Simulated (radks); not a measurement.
Question: Radial electron density D(r) = 4 pi r^2 rho(r) of an atom or ion with 9 electrons. All-electron calculation, Dirac Kohn-Sham, PBE, spin-unpolarised, spherical densities, finite nucleus; Fermi nuclear charge, rms radius of each element as measured or else 0.836 A^(1/3) + 0.57 fm. Program: a radial shooting solver on a logarithmic mesh with Libxc functionals.

```
   r/bohr * D(r) (the largest magnitude, 14.6, reaches the edge; | marks zero)
 0.003852 |*
 0.004705 |*
 0.005747 | *
 0.007019 |  *
 0.008573 |   *
  0.01047 |     *
  0.01279 |       *
  0.01562 |          *
  0.01908 |              *
   0.0233 |                   *
  0.02846 |                         *
  0.03477 |                                *
  0.04246 |                                       *
  0.05186 |                                              *
  0.06335 |                                                    *
  0.07737 |                                                      *
   0.0945 |                                                     *
   0.1154 |                                                *
    0.141 |                                        *
   0.1722 |                                 *
   0.2103 |                              *
   0.2569 |                               *
   0.3138 |                                    *
   0.3832 |                                          *
   0.4681 |                                           *
   0.5717 |                                      *
   0.6983 |                           *
   0.8529 |                *
    1.042 |       *
    1.272 |  *
    1.554 |*
    1.898 *
```

What is the nuclear charge?

Answer: Z = 13. The innermost maximum, from 1s, lies near gamma/Z bohr with gamma = sqrt(1 - (Z/c)^2) = 0.995, here 0.0766 bohr (found: 0.0799), and its height grows with Z. The density is that of the aluminium ion Al4+ in [He] 2s2 2p5; the configuration itself is not fixed sharply by these data, and Z only to about a unit. D(r) has 2 maxima, at r = 0.0799, 0.439 bohr, and minima at 0.219 bohr, inside which lie 2.21 electrons.
